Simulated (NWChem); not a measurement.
# C2H4BNO; SMILES OB1C=NC1

```xyz
9

O     -0.0103    -1.9123     0.0000
B      0.0176    -0.5651     0.0000
C      1.0385     0.6303     0.0000
N      0.1064     1.5355     0.0000
C     -1.0881     0.5874     0.0000
H      0.8764    -2.3056     0.0000
H      2.0979     0.8987     0.0000
H     -1.7134     0.7377     0.8876
H     -1.7134     0.7377    -0.8876
```
Atoms are numbered in this order, from 1.

All runs: NWChem. Coordinates come from a B3LYP/6-31G* (spherical d) optimisation. Hybrids' shares of exact exchange are those that their runs print; pure functionals count as 0. The functionals differ in more than this share.

| row | share of exact exchange | highest occupied level (eV) |
|---|---|---|
| PBE/def2-TZVP | 0.00 | -5.81 |
| LDA (Slater exchange, VWN5)/def2-TZVP | 0.00 | -5.94 |
| B3LYP/def2-TZVP | 0.20 | withheld |
| PW6B95/def2-TZVP | 0.28 | -7.41 |
| Hartree-Fock/def2-TZVP | 1.00 | -10.97 |

Question: Fit a straight line of the last column on the one before it, predict the withheld value, and compare with the run.

Answer: 
1. Means of the 4 shown rows: x = 0.320, y = -7.533. Slope Σ(x − x̄)(y − ȳ)/Σ(x − x̄)² = -3.403/0.6688 = -5.089; intercept -5.904.
2. The shown rows scatter about the line by 0.066 (root mean square); the largest residual is +0.09, at PBE/def2-TZVP.
3. At x = 0.20 (B3LYP/def2-TZVP; inside the shown range) the line gives -6.92.
4. The run gives -7.05, -0.13 from the line, 2.0 times the scatter.
